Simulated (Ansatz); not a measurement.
Mulliken charges of `C#C[TeH]` from ωB97M-V/def2-TZVPP in Ansatz (PBE0-D4/def2-TZVP geometry).

```json
{"atom": "C1", "x (Å)": "-0.736", "y (Å)": "-1.113", "z (Å)": "0.392", "charge (e)": "-0.060"}
{"atom": "C2", "x (Å)": "0.097", "y (Å)": "-0.298", "z (Å)": "0.084", "charge (e)": "-0.440"}
{"atom": "Te3", "x (Å)": "1.601", "y (Å)": "0.959", "z (Å)": "-0.400", "charge (e)": "0.269"}
{"atom": "H4", "x (Å)": "-1.482", "y (Å)": "-1.824", "z (Å)": "0.662", "charge (e)": "0.227"}
{"atom": "H5", "x (Å)": "0.569", "y (Å)": "2.202", "z (Å)": "-0.781", "charge (e)": "0.005"}
```

Task: By hand: the dipole of these point charges (1 e Å = 4.8032 D).

Result: Σ q r = (0.099, 0.053, -0.022) e Å, of length 0.114 e Å = 0.55 D.

Task: How does the dipole of the full density compare? (An estimate is asked.)

Result: Computed: (0.025, 0.059, -0.021) e Å, 0.32 D; the point charges give 1.72 times that, at 38° from its direction.

Point charges leave out the atoms' own dipoles, such as those of lone pairs, and Mulliken's split depends on the basis, so the two needn't agree.
